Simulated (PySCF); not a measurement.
# Structure elucidation problem

An unknown has the formula C₆H₉F. Its calculated NMR data are:

¹H NMR (400 MHz, computed): δ 6.85 (m, 1H), 6.05 (m, 1H), 5.15 (ddq, J = 12.9, 2.0, 1.1 Hz, 1H), 5.03 (d of quint of d, J = 54.7, 2.9, 1.1 Hz, 2H), 4.92 (d of quint, J = 19.5, 1.1 Hz, 1H), 1.95 (dtt, J = 9.0, 2.9, 1.1 Hz, 3H).

¹³C{¹H} NMR (computed): δ 134.6 (C, d, J = 10.1 Hz), 133.4 (CH, d, J = 2.3 Hz), 129.3 (CH, d, J = 19.3 Hz), 113.7 (CH2), 82.4 (CH2, d, J = 237.4 Hz), 15.6 (CH3).

[PySCF 2.14: geometry: PBE0-D3(BJ)/def2-SVP; J: B3LYP/pcJ-1 (spin–dipole term only in couplings to heteroatoms); B97-2/pcSseg-1 with gauge-including orbitals; no solvent; equivalent nuclei averaged; relativity neglected; one computed conformer]

Scale: ¹H and ¹³C vs TMS (reference shieldings calculated alike).

Task: Choose the structure that fits.
A. C[C@@H]1[C@H](F)C12CC2
B. C=C/C(=C/C)CF
C. C[C@@H]1[C@@H](F)C12CC2
D. C=C/C(=C\C)CF
E. C=C(C)/C=C\CF
F. C=C(C)/C=C/CF

Result: D. 

- Rings plus π bonds: 2 (no ring in the answer).
- 6 carbon signals for 6 carbons: no two carbons are equivalent.
- Carbon types of the structure: 1 × C, 2 × CH, 2 × CH2, 1 × CH3, which accounts for all hydrogens.
- δC 134.6: fully substituted alkene carbon; an sp2 carbon of a C=C bond.
- δC 133.4, 129.3: alkene CH; the olefinic region.
- δC 113.7: terminal =CH2 carbon; an sp2 carbon of a C=C bond.
- δC 82.4: allylic sp3 CH2 bonded to F; the inductive effect lowers its shielding.
- δC 15.6: allylic methyl carbon; saturated and bonded to C and H only.

The others: C=C(C)/C=C/CF has carbons computed at 144.9, 134.4, 128.7, 122.5, 83.0, 20.4; C[C@@H]1[C@H](F)C12CC2 would give 7 signals for carbon-bound and other non-exchanging H, not 6; C=C(C)/C=C\CF has carbons computed at 146.4, 135.2, 134.0, 124.3, 82.3, 23.4; C[C@@H]1[C@@H](F)C12CC2 would give 7 signals for carbon-bound and other non-exchanging H, not 6; C=C/C(=C/C)CF has carbons computed at 143.3, 139.1, 137.0, 119.4, 76.2, 16.8.

C–F couplings over four or more bonds (about 3 Hz to the para carbon of a fluoroarene) are left out. Common functionals overestimate the size of one-bond C–F couplings by tens of Hz; these are unscaled. Multiplet labels drop couplings under 1 Hz and merge nearly equal ones. Unscaled 3J(H,H) at this level run about 10 % above measured values. Shifts are as computed. Against solution values, carbons near 30 ppm lie about +1 ppm off and those near 130 ppm about +2 ppm. Of 1211 compounds with measured shifts, 218 miss one by over three times the rms of a fit or turn the order of signals round; such compounds aren't used in these exercises.
